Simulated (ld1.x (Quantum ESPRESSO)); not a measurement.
# Lu, ultrasoft: configuration errors across variants

ld1.x (Quantum ESPRESSO) 7.5 input, shortened:

```
&input
   title='Lu', zed=71., rel=1, dft='PBE', iswitch=3,
   config='[Xe] 4f14 5d1 6s1.5 6p0'
 /
 &inputp
   pseudotype=3, tm=.true., lloc=-1, rcloc=2.95,
   nlcc=.true., rcore=0.55,
   which_augfun='PSQ', rmatch_augfun=1.00
 /
8
5S  1  0   2.00   0.00  1.50  1.80  0.0
6S  2  0   1.50   0.00  1.50  1.80  0.0
5P  2  1   6.00   0.00  2.15  2.80  0.0
6P  3  1   0.00   0.00  2.15  2.80  0.0
5D  3  2   1.00   0.00  2.50  3.40  0.0
5D  3  2   0.00   0.20  2.50  3.40  0.0
4F  4  3  14.00   0.00  1.00  1.20  0.0
4F  4  3   0.00   3.75  1.00  1.20  0.0
 &test
   configts(1)='4f14 5s2 5p6 5d1 6s1.5 6p0'
 /
```

All-electron excitation energies from the reference (eV): (1) 4f14 5s2 5p6 5d1 6s2 6p0 -2.988; (2) 4f14 5s2 5p6 5d1 6s1 6p0 4.377; (3) 4f14 5s2 5p6 5d1 6s0 6p0 17.656.

Errors AE − PS in meV (a dash: test not solved or not reliable):

| change | (1) | (2) | (3) | bound ghosts |
| --- | --- | --- | --- | --- |
| base | -0.1 | -2.7 | -15 | none |
| core correction none | 0.0 | -2.6 | -13 | none |
| core correction a·sin(br)/r model core inside 0.62 bohr | -0.1 | -2.7 | -15 | none |
| core correction a·sin(br)/r model core inside 0.78 bohr | -0.1 | -2.6 | -15 | none |
| core correction a·sin(br)/r model core inside 1.22 bohr | 0.0 | -2.6 | -14 | none |
| core correction a·sin(br)/r model core inside 1.44 bohr | 0.0 | -2.5 | -14 | none |

Question: Give the same row for: core correction a·sin(br)/r model core inside 1.02 bohr.

Answer: 0.0, -2.6, -14; bound ghosts: none.
